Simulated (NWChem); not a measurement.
System: C2H2F2OSi; SMILES FC1=CO[Si@H]1F

```xyz
8

F     -0.9341    -2.1244    -0.0516
C     -0.1934    -1.0319    -0.0373
C      1.1266    -0.8778    -0.2651
O      1.4499     0.4628    -0.0932
Si    -0.1600     0.7533     0.4267
F     -0.9135     1.8557    -0.4732
H      1.9320    -1.5733    -0.5211
H     -0.2624     1.2018     1.8303
```
Atoms are numbered in this order, from 1.

Computed with NWChem. The geometry was optimised at PBE0/def2-SVP.

For level B3LYP/cc-pVTZ:

highest occupied level (eV): -6.80

Question: What are these values for level B3LYP/cc-pVDZ?

Answer: The highest occupied level (eV) is -6.58.
